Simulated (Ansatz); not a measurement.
Geometry optimisation, UKS B3LYP/def2-mTZVP in Ansatz.

Input file:

```yaml
crystal:
  periodic: [false, false, false]
  atoms:
    - { symbol: C, position_ang: [-0.6266, -0.5919, -0.4101] }
    - { symbol: Sn, position_ang: [0.6081, 0.4586, 0.9636] }
    - { symbol: H, position_ang: [-0.5913, -1.6423, -0.3176] }
    - { symbol: H, position_ang: [-1.6546, -0.2523, -0.2257] }
    - { symbol: H, position_ang: [-0.4012, -0.2626, -1.4748] }
    - { symbol: H, position_ang: [0.4268, 2.2075, 0.7712] }
    - { symbol: H, position_ang: [2.3001, 0.015, 0.6476] }
magnetization:
  spin_polarized: true
  initial_magnetization: 1
basis:
  gaussian: { orbitals: def2-mTZVP }
hamiltonian:
  xc: b3lyp
relax:
  f_tol: 0.015
  max_steps: 40
```

Command:

```bash
$ ansatz run input.yaml --threads 1 --pin off --max-ram 2048MiB --backend cpu --events-out ev --progress --plain --runs-dir out
```

**Question.** Where does it end, and by what steps?

**Answer.** The forces met the threshold. After 4 steps the energy has fallen by 0.117 eV; H4 moved furthest, 0.07 Å.

```csv
step,energy less start (eV),largest force component (eV/Å),accepted
0,0.0000,1.735,yes
1,-0.0698,0.537,yes
2,-0.1119,0.261,yes
3,-0.1169,0.024,yes
4,-0.1169,0.002,yes
```

```xyz
7
Properties=species:S:1:pos:R:3
C -0.673 -0.564 -0.430
Sn 0.634 0.467 0.989
H -0.563 -1.642 -0.328
H -1.711 -0.291 -0.251
H -0.395 -0.270 -1.442
H 0.480 2.184 0.763
H 2.288 0.048 0.653
```

Whether the end is a true minimum wasn't checked by a vibrational analysis.

The run took 20 s on 1 CPU thread of a shared host.
